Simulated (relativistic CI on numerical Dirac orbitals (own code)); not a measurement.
A reference radial Dirac CI calculation of K+ gave the lowest total energy -601.10628 Ha in 11 SCF steps, from this input:

```
atom K  Z=19  charge=1  electrons=18
nucleus A=39  rms_radius_fm=3.4349
hamiltonian dirac-coulomb  breit=on  qed=on  c_scale=1
orbitals kli  potential=per-configuration
slater_scale 1
correlation none
mixing on
grid step=0.0125 r_max=51.4
scf mixing=0.4 start=green max_iterations=150 tolerance=2e-08 node_fill=0.05
configurations
  [Ne] 3s2 3p6
end
```

One setting was then changed, and the output read:

```
SCF 1: [Ne] 3s2 3p6
 iter      energy (Ha)   residual   last orbital (Ha)
    1      -599.664028   9.74e-01     -1.51843
    2      -601.133333   3.61e-01     -1.20846
    3      -601.361162   5.22e-02     -1.10135
    4      -601.369851   9.51e-03     -1.15182
    5      -601.369029   2.42e-03     -1.14275
    6      -601.368794   1.28e-04     -1.13958
    7      -601.368808   4.60e-05     -1.13964
    8      -601.368816   2.88e-06     -1.13971
    9      -601.368815   5.59e-07     -1.13970
   10      -601.368816   9.70e-09     -1.13970
orbital energies (Ha): 1s -129.5099  2s -13.4231  2p1/2 -10.7858  2p3/2 -10.6802  3s -1.7490  3p1/2 -1.1490  3p3/2 -1.1397
configuration averages (Ha): Dirac-Coulomb, Breit, QED
  3p6                           -601.368816    0.159208    0.105164
levels: no., configuration, term, J, E (cm-1), weight
   1 3p6                    1S   0                0.0  1.00
lowest total energy -601.104443 Ha
end: converged
```

Question: Which setting was changed?
A. Breit term
B. start potential
C. charge
D. node fill of the KLI weights

Answer: D. The node fill of the KLI weights 0.2.
